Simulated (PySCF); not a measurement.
PySCF 2.14 output of an unrestricted PBE0 calculation on a single atom or ion in aug-cc-pVTZ-PP with ECP60MDF (6s6p5d3f2g, 88 functions), with scalar relativity through the core potential:

```
SCF conv_tol = 1e-09
number electrons alpha = 7  beta = 5
    C. Adamo and V. Barone.,  J. Chem. Phys. 110, 6158 (1999)
    M. Ernzerhof and G. E. Scuseria.,  J. Chem. Phys. 110, 5029 (1999)
cycle= 1 E= -48.3465656226822  delta_E= -0.00422  |g|= 0.0173  |ddm|= 0.175
cycle= 2 E= -48.3467735421217  delta_E= -0.000208  |g|= 0.00712  |ddm|= 0.0461
cycle= 3 E= -48.3468156182188  delta_E= -4.21e-05  |g|= 0.00137  |ddm|= 0.019
cycle= 4 E= -48.3468375136669  delta_E= -2.19e-05  |g|= 0.0012  |ddm|= 0.0131
cycle= 5 E= -48.3468701154833  delta_E= -3.26e-05  |g|= 0.00101  |ddm|= 0.0207
cycle= 6 E= -48.346935826892  delta_E= -6.57e-05  |g|= 0.000756  |ddm|= 0.0845
cycle= 7 E= -48.3469362477769  delta_E= -4.21e-07  |g|= 0.000126  |ddm|= 0.00334
cycle= 8 E= -48.346936325113  delta_E= -7.73e-08  |g|= 3.08e-05  |ddm|= 0.00245
cycle= 9 E= -48.3469363275038  delta_E= -2.39e-09  |g|= 5.26e-06  |ddm|= 0.000388
cycle= 10 E= -48.3469363275925  delta_E= -8.87e-11  |g|= 1.14e-06  |ddm|= 6.11e-05
converged SCF energy = -48.3469363275925  <S^2> = 2.0319794  2S+1 = 3.0212444
```

The run itself started from symmetry-adapted Hartree-Fock orbitals and held the occupation by maximum overlap, on a logarithmic radial grid, so the iterations belong to that start.

Task: Which element, charge and spin multiplicity is this?

Result: Hf (hafnium, neutral), multiplicity 3; the state was [Xe] 4f14 5d1 6s2 6p1, one real determinant (an excited configuration).

⟨L²⟩ = 8.11 against 12 for a pure F term, so this real determinant mixes terms. Energies and moments cover only the electrons outside the core potential. Spin-orbit coupling, absent here, splits the open shell strongly.
